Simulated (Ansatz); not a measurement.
The same redistribution along the group B, Al, Ga, In.

Isolated molecules relaxed with PBE0-D4/def2-TZVP in Ansatz; ΔE leaves out vibrations. CCSD(T)/CBS is the MP2 limit (def2-TZVPP, def2-QZVPP) plus CCSD(T) − MP2 in def2-TZVPP, frozen cores. DFT in def2-TZVPP. Elements past krypton have def2 core potentials. For Br, Ga, In outer-core shells are correlated without core-valence functions, which leaves a few kJ/mol of doubt a bond. Scalar relativity is left out up to krypton. One conformer a species, not always the lowest.

```json
{"reaction": "`OB(Br)Br` + `N[Si](N)(N)F` → `NB(Br)Br` + `N[Si](N)(O)F`", "CCSD(T)/CBS(def2) (kJ/mol)": "-51"}
{"reaction": "`[OH][Al]([Br])[Br]` + `N[Si](N)(N)F` → `[NH2][Al]([Br])[Br]` + `N[Si](N)(O)F`", "CCSD(T)/CBS(def2) (kJ/mol)": "-15"}
{"reaction": "`[OH][Ga]([Br])[Br]` + `N[Si](N)(N)F` → `[NH2][Ga]([Br])[Br]` + `N[Si](N)(O)F`", "CCSD(T)/CBS(def2) (kJ/mol)": "?"}
{"reaction": "`[OH][In]([Br])[Br]` + `N[Si](N)(N)F` → `[NH2][In]([Br])[Br]` + `N[Si](N)(O)F`", "CCSD(T)/CBS(def2) (kJ/mol)": "-42"}
```

(1) Fill in the missing values. (An estimate is asked.)

Largest T1 diagnostic: 0.012, for `[OH][In]([Br])[Br]`.

Results:

(1) Computed: `[OH][Ga]([Br])[Br]` + `N[Si](N)(N)F` → `[NH2][Ga]([Br])[Br]` + `N[Si](N)(O)F`: -44.8 kJ/mol.
